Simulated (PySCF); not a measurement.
Species: C3H10SSi.
Bonds: C1–C2, C2–C3, C2–S4, S4–Si5. Hydrogens: H6, H7, H8 on C1; H9 on C2; H10, H11, H12 on C3; H13, H14, H15 on Si5.

The same species was optimised twice, with GFN2-xTB and with PBE0-D3(BJ)/def2-SVP (PySCF), and the same property calculations (PySCF, gas phase) were run on both structures.

```tsv
coordinate	GFN2-xTB	PBE0-D3(BJ)/def2-SVP	change
Si5–H13 (Å)	1.450	1.491	+0.041
Si5–H15 (Å)	1.460	1.496	+0.036
Si5–H14 (Å)	1.461	1.496	+0.035
C1–H7 (Å)	1.087	1.102	+0.015
C3–H10 (Å)	1.089	1.102	+0.013
C1–H6 (Å)	1.088	1.101	+0.013
C3–H12 (Å)	1.088	1.101	+0.013
C1–H8 (Å)	1.087	1.099	+0.012
C3–H11 (Å)	1.088	1.100	+0.012
C2–H9 (Å)	1.093	1.103	+0.010
C2–S4 (Å)	1.849	1.851	+0.002
S4–Si5 (Å)	2.136	2.137	+0.001
C1–C2 (Å)	1.519	1.520	+0.001
C2–C3 (Å)	1.518	1.519	+0.001
H13–Si5–H14 (°)	112.2	108.9	-3.3
S4–Si5–H14 (°)	110.3	113.5	+3.2
S4–Si5–H15 (°)	107.1	110.2	+3.1
H13–Si5–H15 (°)	113.4	110.4	-3.0
S4–Si5–H13 (°)	103.7	105.9	+2.2
H14–Si5–H15 (°)	109.7	107.9	-1.8
C3–C2–S4 (°)	110.3	111.8	+1.5
H6–C1–H7 (°)	109.0	107.9	-1.1
C1–C2–S4–Si5 (°)	160	164	+4
```

Rotational constants: A = 5445, B = 1770, C = 1512 MHz (GFN2-xTB) against A = 5343, B = 1794, C = 1506 MHz (PBE0-D3(BJ)/def2-SVP). Point groups within 0.08 Å: C1 and C1.

On the GFN2-xTB structure: isotropic polarisability (au) 86.1 [CAM-B3LYP/def2-SVPD]; HOMO (eV) -8.07 [CAM-B3LYP/def2-SVPD]; LUMO (eV) 1.01 [CAM-B3LYP/def2-SVPD]; dipole (D) 1.64 [CAM-B3LYP/def2-SVPD].

What do these properties become on the PBE0-D3(BJ)/def2-SVP structure?

```
                                    property                level  on GFN2-xTB  on PBE0-D3(BJ)/def2-SVP  change
               isotropic polarisability (au)  CAM-B3LYP/def2-SVPD         86.1                     87.9    +1.8
                                   HOMO (eV)  CAM-B3LYP/def2-SVPD        -8.07                    -8.20   -0.13
                                   LUMO (eV)  CAM-B3LYP/def2-SVPD         1.01                     0.99   -0.02
                                  dipole (D)  CAM-B3LYP/def2-SVPD         1.64                     1.68   +0.04
energy, GFN2-xTB geometry as zero (kcal/mol)  CAM-B3LYP/def2-SVPD          0.0                     -1.4    -1.4
```

The heavy atoms differ by 0.039 Å rms after alignment. Among all bonds Si5–H13 changes most (+0.041 Å). Changes are differences of the printed values. Neither structure is proved a minimum here.

The values belong to the conformer `[CH3:1][CH:2]([CH3:3])[S:4][SiH3:5]`: C1–C2–S4–Si5 164°.
